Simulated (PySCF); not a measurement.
A ladder of Hamiltonians for Sr(36+) (strontium, charge +36)

Occupied: 1s1/2. Hartree-Fock calculated with PySCF 2.14 in an even-tempered Gaussian basis (16 s from 5 bohr⁻², ratio 2.7; 12 p from 6 bohr⁻², ratio 2.7), Gaussian nucleus throughout. NR is non-relativistic, sf-X2C the spin-free one-electron X2C Hamiltonian, X2C adds the bare one-electron spin-orbit term, X2C-SNSO screens it by Boettger's factors, DC is four-component Dirac-Coulomb, and the Gaunt and Breit terms are added at first order (total energies over the DC spinors, levels after relaxing the spinors in that mean field). QED terms are absent. Levels marked empty are virtual spinors of this ion.

```csv
Hamiltonian,E (hartree),E − E(DC) (hartree),CPU seconds
NR,-1420.3344,28.1698,0.27
sf-X2C,-1448.1471,0.3570,0.15
X2C,-1448.1471,0.3570,0.14
X2C-SNSO,-1448.1471,0.3570,0.13
DC,-1448.5041,0.0000,1.7
DC+Gaunt,-1447.7749,0.7293,3.4
DC+Breit,-1447.7749,0.7293,35
```

| level (eV) | NR | sf-X2C | X2C | X2C-SNSO | DC | DC+Gaunt | DC+Breit |
| --- | --- | --- | --- | --- | --- | --- | --- |
| 1s1/2 | -19004.5 | -19368.8 | -19368.8 | -19368.8 | -19378.4 | -19358.8 | -19358.8 |
| 2s1/2 (empty) | -4506.6 | -4614.6 | -4614.6 | -4614.6 | -4615.5 | -4613.5 | -4613.7 |
| 2p1/2 (empty) | -4436.7 | -4481.9 | -4541.5 | -4539.9 | -4539.3 | -4534.9 | -4535.6 |
| 2p3/2 (empty) | -4436.7 | -4481.9 | -4454.0 | -4454.7 | -4455.5 | -4453.2 | -4453.9 |
| 3s1/2 (empty) | -1980.9 | -2019.0 | -2019.0 | -2019.0 | -2019.2 | -2018.6 | -2018.7 |

| interval (eV) | X2C | X2C-SNSO | DC | DC+Gaunt | DC+Breit |
| --- | --- | --- | --- | --- | --- |
| 2p3/2 − 2p1/2 | 87.55 | 85.19 | 83.79 | 81.74 | 81.74 |

Weight of the small component: 1s1/2 0.0193, 2s1/2 0.00454, 2p1/2 0.00451, 2p3/2 0.00442, 3s1/2 0.00200.

Koopmans' value for the highest occupied level at DC+Breit: 19358.8 eV, against an ionisation energy of 19345.6 eV (theoretical estimate listed by NIST; NIST Atomic Spectra Database, ionization energies); the former lacks relaxation, correlation, QED and recoil.

The whole ladder took 41 s of wall time on 1 thread of Intel(R) Xeon(R) 6975P-C (shared host), launched as `OMP_NUM_THREADS=1 python relrun2.py TASK.json OUT` (a driver that calls PySCF for each Hamiltonian).
